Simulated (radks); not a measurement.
Task: Tb XX, 46 electrons, occupied as [Kr] 4d10. Calculated with a radial shooting solver on a logarithmic mesh with Libxc functionals: Dirac Kohn-Sham, PBE, spin-unpolarised, spherical densities, finite nucleus; Fermi nuclear charge, rms radius 5.06 fm. Some entries of the table are withheld. Estimate them.

orbital  occ.  eigenvalue (hartree)  <r> (bohr)  <r^2> (bohr^2)
1s1/2       2             -1921.313         (1)       0.0006317
2s1/2       2             -333.3306         (2)             (3)
2p1/2       2             -317.6420     0.07592        0.007129
2p3/2       4             -290.2205     0.08287        0.008361
3s1/2       2             -88.08865      0.2386         0.06518
3p1/2       2                   (4)      0.2283         0.06060
3p3/2       4                   (5)      0.2413         0.06751
3d3/2       4             -63.86173      0.2137         0.05370
3d5/2       6             -62.62583      0.2178         0.05562
4s1/2       2             -30.83521      0.5215          0.3060
4p1/2       2                   (6)      0.5272          0.3149
4p3/2       4                   (7)      0.5514          0.3441
4d3/2       4             -22.14502      0.5619          0.3620
4d5/2       6             -21.86487      0.5693          0.3712

Result: 
(1) 1s1/2 <r> (bohr): 0.02151
(2) 2s1/2 <r> (bohr): 0.09099
(3) 2s1/2 <r^2> (bohr^2): 0.009835
(4) 3p1/2 eigenvalue (hartree): -81.27715
(5) 3p3/2 eigenvalue (hartree): -75.59948
(6) 4p1/2 eigenvalue (hartree): -28.10560
(7) 4p3/2 eigenvalue (hartree): -26.68615
